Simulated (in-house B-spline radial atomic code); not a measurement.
Values are calculated unless marked as measured or tabulated.
Building a PAW s channel for Ag, r_c = 2.98 bohr

Ag, [Kr] 4d10 5s1, non-relativistic PBE, spherical and spin-unpolarised, from a B-spline radial code for spherical atoms (atomic units; all potentials screened as in the neutral atom).

Two all-electron partial waves φ1, φ2 are integrated outwards at E1 = ε(5s) = -0.146702 and E2 = E1 + 1 hartree; φ1 is the bound orbital and φ2 has unit norm inside r_c = 2.9829 bohr. Smooth partners are polynomials, r^1(a0 + a1 r² + a2 r⁴ + a3 r⁶), matched to φ and three derivatives at r_c, with no condition on the norm. The local potential is -2.2357 + (0.593653) r² + (-0.0652642) r⁴ + (0.00261795) r⁶ inside 2.5429 bohr and the all-electron one outside.

| wave | φ(r_c) | φ'(r_c) | a0 | a1 | a2 | a3 |
| --- | --- | --- | --- | --- | --- | --- |
| 1 | 0.5815416 | -0.07768221 | 0.3450681 | -0.01534663 | -0.0005167403 | 3.88241e-05 |
| 2 | 0.4704288 | 1.55723 | -1.684365 | 0.3598409 | -0.01991859 | 0.0003084501 |

Inside r_c the overlaps are <φi φj> = [[0.45760, -0.47107], [-0.47107, 1.00000]] and, for the smooth waves, [[0.58821, -0.98249], [-0.98249, 2.96064]]. With χj = (Ej − T − V_local) applied to smooth wave j, the program's quadrature gives the matrix B_ij = <smooth i, χj> as [[0.27467, -1.37187], [-0.86045, 4.46308]].

(1) Check the match of the first wave, and find the augmentation charges q_ij.

(2) B isn't symmetric. Show that D_ij = B_ij + Ej q_ij is.

Solving (T + V_local + Σ p D p) ψ = E (1 + Σ p q p) ψ in a sphere of 9 bohr, whose wall lifts the free-atom level a little, gives these levels:

```csv
all-electron,one projector,two projectors
-0.145496,-0.145497,-0.145496
0.112522,0.109731,0.112515
0.472811,0.427831,0.472794
0.991432,0.691769,0.991422
1.660180,1.111850,1.658890
```

(3) What does the second projector gain?

Results:

(1) At r_c the four terms are 1.02930, -0.40731, -0.12203, 0.08158, which sum to 0.5815, φ1(r_c) to rounding. q_ij is the all-electron overlap less the smooth one: [[-0.13061, 0.51142], [0.51142, -1.96064]]. The smooth first wave has a norm of 0.5882 inside r_c against 0.4576, so q11 is negative and must stay small enough for the overlap operator to be positive.

(2) Integrating by parts gives B12 − B21 = (E1 − E2) q12: -1.37187 − (-0.86045) = -0.51142, and −1 × (0.51142) = -0.51142. So D12 = -1.37187 + (0.853298)(0.51142) = -0.93547 and D21 = -0.86045 + (-0.146702)(0.51142) = -0.93547; D11 = 0.29383, D22 = 2.79007. The projectors, p = (B⁻¹)ᵀ χ, are dual to the smooth waves; det B = 0.045.

(3) With one projector the errors are 0.00, -2.79, -44.98 millihartree, and the level at 0.6918 is out of step with the all-electron series: an extra state, or one far too low, so the pairing ends there; skipping it, the next levels are off by +120.4 millihartree. With two the errors are 0.00, -0.01, -0.02, -0.01, -1.29 millihartree. The scattering is exact at E1 and at E2 = 0.853, and over all levels compared the largest error is 1.3 millihartree. The lowest eigenvalue of the overlap operator is 0.5441 with one and 0.03529 with two projectors, close enough to zero to make that set ill-conditioned. The smooth orbital alone needs a cutoff of 0.769 hartree for 1 millihartree of kinetic energy, against 3.59 for a norm-conserving Troullier-Martins orbital of the same radius; part of the gain comes from giving up the norm, part from the simpler form.
